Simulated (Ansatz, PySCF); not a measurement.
Process, species as SMILES: CN(C)[SiH2]C[SiH3] + C (CH4) + 2 N (NH3) + [SiH4] (SiH4) → 2 CN (CH5N) [methanamine] + 2 C[SiH3] [methylsilane] + N[SiH3]
Structures are relaxed separately at B3LYP-D3(BJ)/def2-TZVP in Ansatz (a first-principles code), one conformer each, not searched for the lowest. Frequencies are from Ansatz or PySCF.
Geometry of the first species:
```xyz
19

C     -2.3824    -0.5731    -0.7329
N     -1.6874     0.2208     0.2625
C     -2.5793     1.0416     1.0608
Si    -0.0284     0.6517     0.0680
C      1.0053    -0.8398    -0.3943
Si     2.8507    -0.5977    -0.1531
H     -1.6843    -1.2166    -1.2690
H     -3.1269    -1.2193    -0.2544
H     -2.9094     0.0461    -1.4735
H     -3.1288     1.7785     0.4571
H     -2.0175     1.5823     1.8230
H     -3.3201     0.4152     1.5704
H      0.4047     1.2260     1.3650
H      0.2155     1.6877    -0.9788
H      0.8290    -1.0927    -1.4438
H      0.6873    -1.6973     0.2058
H      3.6141    -1.7434    -0.7054
H      3.1651    -0.4767     1.2904
H      3.3087     0.6365    -0.8361
```

Quantity: bond separation energy (enthalpy at 298 K, with B3LYP-D3(BJ) rigid-rotor harmonic-oscillator terms), in kJ/mol. Valence correlation only, unless marked. No spin-orbit coupling. Non-relativistic. Basis-set limits of correlation are two-point, X^-3; Hartree-Fock from the larger set. The bracket is a focal-point correction in the basis named.

Level to compare with: RI-MP2/CBS(cc-pV(T+d)Z,cc-pV(Q+d)Z)+[CCSD(T)-MP2]/cc-pV(T+d)Z (Ansatz), 40.0 kJ/mol. It is a level with limits of its own, and the differences hold the functionals' basis error too.

Problem. Rank these functionals by how close they come to RI-MP2/CBS(cc-pV(T+d)Z,cc-pV(Q+d)Z)+[CCSD(T)-MP2]/cc-pV(T+d)Z, closest first: HSE06/def2-TZVPD (Ansatz); r2SCANh/def2-TZVPD (Ansatz); revPBE/def2-TZVPD (Ansatz).

Solution. r2SCANh/def2-TZVPD (hybrid meta-GGA, 33.2 kJ/mol, difference -6.8), HSE06/def2-TZVPD (screened hybrid, 25.9 kJ/mol, difference -14.1), revPBE/def2-TZVPD (GGA, 18.5 kJ/mol, difference -21.5)
